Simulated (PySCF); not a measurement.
Vertical excitations of a molecule C4H6Si from TDA-LC-ωPBE/def2-SVPD (PySCF), as energy in eV (oscillator strength): 6.02 (0.000), 6.33 (0.005), 6.35 (0.001), 6.94 (0.006), 7.80 (0.728), 8.17 (0.021), 8.42 (0.049), 8.59 (0.005), 8.60 (0.041), 8.71 (0.008). Lowest triplet (TDA): 4.03 eV. Coordinates come from a r2SCAN-D4/def2-SVP optimisation. Other conformers were not sampled.

**Question.** Identify the compound among the candidates.
A) C#CC(=C)[SiH3]
B) C#C/C=C/[SiH3]
C) C1=C[SiH2]C=C1
D) C#C[SiH2]C=C

**Answer.** D, C#C[SiH2]C=C
